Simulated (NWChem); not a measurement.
CH$_{3}$FO$_{2}$Si$_{2}$; SMILES O=C1[SiH2]O[Si@@H]1F

```xyz
9

O     -2.0930    -1.0867     0.0142
C     -0.9673    -0.6645    -0.0170
Si     0.8760    -1.3607     0.2430
O      1.3623     0.1950    -0.2287
Si    -0.0615     1.0441    -0.4441
F     -0.2366     2.1971     0.6660
H      1.3091    -1.6917     1.6246
H      1.3432    -2.3966    -0.7132
H     -0.1426     1.7001    -1.7712
```
Atoms are numbered in this order, from 1.

All runs use the structure optimised with B3LYP/6-31G* (spherical d).

### Question
Give the principal values of the shielding tensors (ppm) of O1, C2, Si3, O4, Si5 from Hartree-Fock/6-31G* (spherical d), GIAO (NWChem), with their diamagnetic and paramagnetic parts as GIAO splits them.

### Answer
```tsv
atom	σ11	σ22	σ33	isotropic	diamagnetic	paramagnetic
O1	-2249.7	-538.5	372.2	-805.4	398.4	-1203.7
C2	-230.5	-88.6	69.4	-83.2	249.9	-333.2
Si3	398.8	419.4	562.5	460.2	877.9	-417.7
O4	166.9	259.9	303.1	243.3	396.3	-153.0
Si5	411.6	443.4	565.4	473.5	875.7	-402.2
```
